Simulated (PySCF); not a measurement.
Distorted geometries of [WOF3]−

[WOF3]− (singlet). PySCF 2.14.0, RKS r2SCAN, W def2-SVP with ECP60, O def2-SVP, F def2-SVP; non-relativistic Hamiltonian with scalar-relativistic core potentials where named; density fitting; no spin-orbit coupling. Relaxed geometry:

```xyz
5

W     0.0651    0.0000   -0.0003
O     1.7653    0.0000    0.3281
F    -0.1277    1.8673   -0.2085
F    -1.8669    0.0000    0.2970
F    -0.1277   -1.8673   -0.2085
```

**Question.** Order these distorted geometries by energy above the relaxed one, lowest first.
A.
```xyz
5

W     0.0384    0.1073    0.0633
O     1.7967    0.1279    0.3101
F    -0.1571    1.9553   -0.1776
F    -1.7739    0.0595    0.4670
F    -0.1960   -2.2499   -0.4550
```
B.
```xyz
5

W     0.1220   -0.0050   -0.0123
O     1.7553   -0.0071    0.3453
F    -0.1029    1.8875   -0.1778
F    -1.9559    0.0308    0.3126
F    -0.1104   -1.9061   -0.2599
```
C.
```xyz
5

W     0.1073   -0.0246   -0.0208
O     1.7742   -0.0042    0.3277
F    -0.1414    1.9331   -0.2340
F    -1.9038    0.0156    0.3276
F    -0.1283   -1.9200   -0.1927
```

**Answer.** C (0.22 eV), B (0.30 eV), A (1.86 eV).

**Question.** Which forces (eV/Å) act in the one that lies 0.30 eV up?

**Answer.** 
```
W   -5.39 -0.29 -0.39
O    2.91 -0.01  0.56
F    0.20 -0.73  0.07
F    2.10 -0.11 -0.38
F    0.18  1.13  0.15
```
Forces carry noise of the integration grid, about 0.01 to 0.03 eV/Å.

No frequency check is given that shows the relaxed geometry to be a minimum.
